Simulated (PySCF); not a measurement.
InB: from constants to spectrum

UHF-CCSD(T) constants of InB, ³Π (triplet), unpaired electrons σ ↑, π ↑ (In def2-TZVPP with ECP28, B def2-TZVPP; scalar-relativistic core potentials (PySCF 2.14); masses 114.9039 and 11.0093 u):

| Item | Value |
| --- | --- |
| ωe | 392.3 cm⁻¹ |
| ωexe | 2.46 cm⁻¹ |
| Be | 0.2889 cm⁻¹ |
| αe | 0.00257 cm⁻¹ |
| D (centrifugal) | 6.27e-07 cm⁻¹ |
| De to In + B | 1.53 eV |

Task: Give the vibrational terms G(v) and spacings up to v = 6.

Result: G(v) = ωe(v+½) − ωexe(v+½)².

| v | G(v) (cm⁻¹) | G(v) − G(v−1) | Bv (cm⁻¹) |
| --- | --- | --- | --- |
| 0 | 196 |  | 0.2876 |
| 1 | 583 | 387 | 0.2850 |
| 2 | 965 | 382 | 0.2825 |
| 3 | 1343 | 378 | 0.2799 |
| 4 | 1716 | 373 | 0.2773 |
| 5 | 2083 | 368 | 0.2748 |
| 6 | 2446 | 363 | 0.2722 |

Task: How well does the Morse estimate ωe²/(4ωexe) reproduce De, and what is D0?

Result: It gives 1.94 eV, 127 % of the computed De. D0 = De − G(0) = 1.53 − 0.02 = 1.51 eV.

Correlated steps freeze 5 core orbitals. These are scalar-relativistic numbers at best; spin–orbit coupling would shift them, the dissociation energy most. The state was picked by a PBE0 search and need not be the measured ground state.
